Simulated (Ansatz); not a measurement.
Gas-phase electronic energies from Ansatz, PBE0-D4/def2-TZVP geometries. CCSD(T)/CBS adds triple-zeta CCSD(T) − MP2 to the extrapolated MP2 energy (def2 sets, frozen cores). Functionals use def2-TZVPP. B3LYP here is the variant with VWN-RPA as its local correlation; programs differ in this. One conformer a species, not always the lowest.

Consider the redistribution: `O[SiH2][Si](O)(Cl)Cl` + `O[Si@H](Cl)[Si@H](F)Cl` → `O[SiH](Cl)[Si](O)(Cl)Cl` + `O[SiH2][SiH](F)Cl`.

```
  level  ΔE (kcal/mol)
PBE0-D4           -0.4
  B3LYP            0.5
```

Task: What does CCSD(T)/CBS give? (Estimate.)

Result: Computed: -0.3 kcal/mol. The listed levels differ from it by -0.1, 0.8 kcal/mol.

Largest T1 diagnostic among the species: 0.012.

The D4 term adds −0.9 kcal/mol with B3LYP and −0.5 kcal/mol with PBE0; it sums over pairs of atoms, weighted by their polarisabilities, and B3LYP, whose exchange is more repulsive, gets the larger term. In def2-TZVPP, CCSD(T) changes the Hartree–Fock value by −0.7 kcal/mol (the triples alone add −0.1 kcal/mol) and MP2 by −0.9 kcal/mol.
